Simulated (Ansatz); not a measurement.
A structure relaxed at PBE0-D4/def2-TZVP, charge 0, multiplicity 1:

```xyz
11

C     0.884    2.652   -1.188
O     0.689    1.325   -0.880
Mg    0.452   -0.374   -0.500
S     0.134   -2.577    0.004
C    -1.061   -2.526    1.385
H     1.631    2.780   -1.985
H    -0.044    3.130   -1.535
H     1.237    3.225   -0.318
H    -0.660   -2.003    2.253
H    -1.255   -3.560    1.673
H    -2.007   -2.074    1.090
```

Problem. Give its formula and SMILES.

Solution. C2H6MgOS, `C[O][Mg][S]C`.

Problem. Point group (tolerance 0.08 Å, 0.16 Å for H)?

Solution. Cs.

Problem. Summarise the bond lengths by kind.

Solution. 1 × C–O 1.376 Å; 6 × C–H 1.090 to 1.100 Å; 1 × Mg–O 1.757 Å; 1 × Mg–S 2.282 Å; 1 × C–S 1.827 Å.

Results of the Gaussian-basis code of Ansatz.
